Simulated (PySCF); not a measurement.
The vertical singlet excitations below were computed for one of the candidates. Level of theory: PySCF 2.14.0, density-fitted response routines, TDDFT CAM-B3LYP/def2-SVPD, vertical, gas phase, core orbitals frozen in the response. Geometries: PBE0-D3(BJ)/def2-SVP, one conformer each. Relativistic effects are left out although some hold elements past zinc.

| state | E (eV) | f | main configurations (H = HOMO, L = LUMO) |
| --- | --- | --- | --- |
| S1 | 6.69 | 0.018 | H→L (72%), H→L+3 (13%) |
| S2 | 6.84 | 0.148 | H→L+2 (45%), H→L+1 (16%), H→L+3 (12%) |
| S3 | 7.10 | 0.042 | H-1→L+2 (36%), H-1→L+1 (19%), H→L+2 (15%) |
| S4 | 7.18 | 0.029 | H→L+1 (68%) |
| S5 | 7.43 | 0.0069 | H-1→L (67%), H-1→L+3 (10%) |
| S6 | 7.61 | 0.011 | H→L+4 (42%), H→L+9 (14%), H→L+6 (12%) |
| S7 | 7.67 | 0.012 | H-1→L+1 (27%), H→L+3 (14%), H→L+6 (14%) |
| S8 | 7.76 | 0.018 | H-1→L+1 (26%), H→L+3 (11%), H→L (8%) |
| S9 | 7.88 | 0.012 | H-2→L+2 (36%), H-2→L+1 (16%) |
| S10 | 7.93 | 0.012 | H→L+8 (24%), H→L+4 (19%), H→L+7 (18%) |

Triplets computed (Tamm–Dancoff): 4.29, 6.57, 6.87, 6.93 eV.

Problem. Which structure fits? All have the formula C5H12GeSi.
A. `CC[CH2][GeH2][C]#C[SiH3]`
B. `[SiH3]C[C@@H]1C=C[CH2][GeH2]1`
C. `C[CH](C)[GeH2][C]#C[SiH3]`

Solution. B. Its S1, at 6.69 eV, is the highest among the candidates; the nearest of the others has S1 at 5.60 eV. S1 is HOMO→LUMO (72%), HOMO→LUMO+3 (13%). Löwdin shares by element: HOMO carbon 78% or more (atoms not listed hold the other 22%); LUMO germanium 27%, silicon 13%, carbon 7% or more, hydrogen 6% or more (atoms not listed hold the other 47%). At the same level the other candidates give, for their lowest levels:
- `CC[CH2][GeH2][C]#C[SiH3]`: 5.60 eV (f 0.000); 5.84 eV (f 0.002); 5.84 eV (f 0.001); 7.37 eV (f 0.131); 7.43 eV (f 0.002); T1 4.63 eV; HOMO -9.12, LUMO 0.63 eV
- `C[CH](C)[GeH2][C]#C[SiH3]`: 5.60 eV (f 0.000); 5.84 eV (f 0.001 summed over 2 states); 7.23 eV (f 0.240); 7.42 eV (f 0.164); 7.44 eV (f 0.000); T1 4.63 eV; HOMO -9.01, LUMO 0.63 eV
